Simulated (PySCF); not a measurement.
How the method changes the constants of Ga₂

State: ³Πu (triplet), unpaired electrons σ ↑, π ↑. Set-up: basis Ga cc-pVDZ-PP with ECP10; scalar-relativistic core potentials; PySCF 2.14. De refers to Ga + Ga in their high-spin ground configurations, without counterpoise correction. The functionals are run spin-unrestricted.

```json
{"Level": "UHF", "Re (Å)": "2.755", "ωe (cm⁻¹)": "166", "De (eV)": "0.69"}
{"Level": "UHF-MP2", "Re (Å)": "2.703", "ωe (cm⁻¹)": "177", "De (eV)": "1.21"}
{"Level": "UHF-SCS-MP2", "Re (Å)": "2.705", "ωe (cm⁻¹)": "179", "De (eV)": "1.06"}
{"Level": "UHF-CCSD", "Re (Å)": "2.731", "ωe (cm⁻¹)": "170", "De (eV)": "1.14"}
{"Level": "UHF-CCSD(T)", "Re (Å)": "2.729", "ωe (cm⁻¹)": "169", "De (eV)": "1.22"}
{"Level": "PBE", "Re (Å)": "2.760", "ωe (cm⁻¹)": "151", "De (eV)": "1.53"}
{"Level": "BP86", "Re (Å)": "2.766", "ωe (cm⁻¹)": "149", "De (eV)": "1.49"}
{"Level": "r²SCAN", "Re (Å)": "2.708", "ωe (cm⁻¹)": "161", "De (eV)": "1.53"}
{"Level": "PBE0", "Re (Å)": "2.718", "ωe (cm⁻¹)": "164", "De (eV)": "1.42"}
{"Level": "r²SCAN0", "Re (Å)": "2.693", "ωe (cm⁻¹)": "168", "De (eV)": "1.43"}
{"Level": "MN15", "Re (Å)": "2.758", "ωe (cm⁻¹)": "153", "De (eV)": "1.45"}
```

Task: Which functional lies closest to UHF-CCSD(T) in De, which farthest, and by how much do they differ from it?

Result: Closest is PBE0 (-1.1 pm in Re, -3.0 % in ωe, +0.20 eV in De against UHF-CCSD(T) in the same basis), farthest PBE (+3.1 pm in Re, -10.7 % in ωe, +0.31 eV in De). CCSD(T) converges more slowly with the basis than the functionals do and binds too weakly in this one, so the order can change at the basis-set limit.

Task: What does the step from GGA to meta-GGA do here, going from PBE to r²SCAN?

Result: r²SCAN less PBE: -5.2 pm in Re, +6.6 % in ωe, +0.00 eV in De. 

Task: What does a quarter of exact exchange do here, going from r²SCAN to r²SCAN0?

Result: r²SCAN0 less r²SCAN: -1.5 pm in Re, +4.3 % in ωe, -0.10 eV in De. Exact exchange removes part of the self-interaction that spreads semilocal densities, and in most molecules shortens and stiffens the bond and lowers De; so it does here.

Correlated steps freeze 8 core orbitals. Correlated levels converge slowly with the basis: in double zeta they bind strong bonds too weakly, by up to about 1 eV, and carry superposition errors of some tenths. Spin–orbit coupling is left out. The state is the lowest determinant that a PBE0 search found; another state may lie lower at other levels.

The whole job (state search and all levels along the bond) took about 2 min on 1 thread of Arm Neoverse V2 (shared host), peak memory 0.54 GiB.
